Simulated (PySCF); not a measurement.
Molecule: `O=C(F)C(F)(F)F`, C2F4O.

Numbering as in the mapped SMILES `[O:1]=[C:2]([F:3])[C:4]([F:5])([F:6])[F:7]`.

Geometry PBE0-D3(BJ)/def2-SVP throughout; GIAO in PySCF, gas phase, one conformer, non-relativistic; equivalent atoms averaged; functional PBE0.

Q: How do the shifts δ (against H2O, TMS, CFCl3 at the same level) depend on the basis set? (ppm; last column core-seconds on 1 thread of an Arm Neoverse V1, shared host)

A: 
```
    basis set  functions     O1     C2     C4    F3  F5/F6/F7  core-s
       STO-3G         35  403.7  108.8   89.3  94.2     -94.8     2.1
        6-31G         63  448.8  150.3  118.6  27.5     -95.7     4.2
       6-31G*         98  399.4  144.4  112.4  21.4     -87.4     6.1
6-311+G(2d,p)        189  438.3  154.3  117.1  15.2     -86.6      14
```

Q: Which nucleus moves most, in ppm?

A: F3 (fluorine bonded to C): from 15.2 ppm with 6-311+G(2d,p) to 94.2 ppm with STO-3G. The smallest spread is 9.1 ppm, at F5/F6/F7.

Q: Taking the largest basis, 6-311+G(2d,p) (189 functions), as the yardstick, rank the others by their worst heavy-atom deviation.

A: 6-31G 12.3 ppm (63 functions), 6-31G* 38.9 ppm (98 functions), STO-3G 79.0 ppm (35 functions).

A small basis that lands close on one nucleus may do so by chance; judge by the trend and by all nuclei.
